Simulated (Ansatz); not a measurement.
Calculated with Ansatz (gas phase, PBE0-D4/def2-TZVP geometries, no zero-point term in ΔE). CBS: MP2 limit from def2 TZ/QZ plus the TZ coupled-cluster correction, frozen cores. This one scheme is used for every species. DFT in def2-TZVPP.

Consider the ligand exchange at a B–O bond: `BOB` + `Cl[SiH]1N[SiH2]1` → `BN1[SiH2][SiH]1Cl` + `BO`.

```
         level  ΔE (kJ/mol)
     r2SCAN-D4        -10.8
          PBE0        -10.0
       r2SCANh         -8.5
MP2/def2-QZVPP         -8.2
```

(1) What does CCSD(T)/CBS give? (Estimate.)

Largest T1 diagnostic among the species: 0.014.

Answers

(1) The calculation gave: -7.0 kJ/mol. The listed levels differ from it by -3.8, -3.0, -1.5, -1.2 kJ/mol.

At CCSD(T), def2-SVP lies −6.6 kJ/mol from the extrapolated value and def2-TZVPP −2.7 kJ/mol. Leaving LDA and LC-ωPBE aside and taking each functional with its dispersion term where it has one, the values, not all of them listed here, spread over 14.4 kJ/mol, from revPBE-D4 to BHLYP-D4. The D4 term adds −4.9 kJ/mol with B3LYP and −2.9 kJ/mol with PBE0; it sums over pairs of atoms, weighted by their polarisabilities, and B3LYP, whose exchange is more repulsive, gets the larger term.

B3LYP here is the variant with VWN-RPA as its local correlation; programs differ in this.
